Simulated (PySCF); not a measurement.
**Hg: excitation energy**

Hg [Xe] 4f14 5d10 6s2 (1S) → Hg [Xe] 4f14 5d10 6s1 6p1 (3P), as a difference of total energies. Computed with PySCF 2.14 in def2-TZVPPD with the def2 core potential (60 electrons), with scalar relativity through the core potential. Correlated levels: valence: 5s2 5p6 frozen. The calculations carry no spin-orbit coupling.

```json
{"method": "UHF", "excitation energy (eV)": "3.731"}
{"method": "MP2 (valence)", "excitation energy (eV)": "5.350"}
{"method": "SCS-MP2 (valence)", "excitation energy (eV)": "5.380"}
{"method": "CCSD (valence)", "excitation energy (eV)": "5.044"}
{"method": "CCSD(T) (valence)", "excitation energy (eV)": "5.145"}
```

Task: How much does correlation contribute at CCSD(T) (valence)?

Result: 5.145 − (3.731) = 1.414 eV, measured against UHF.
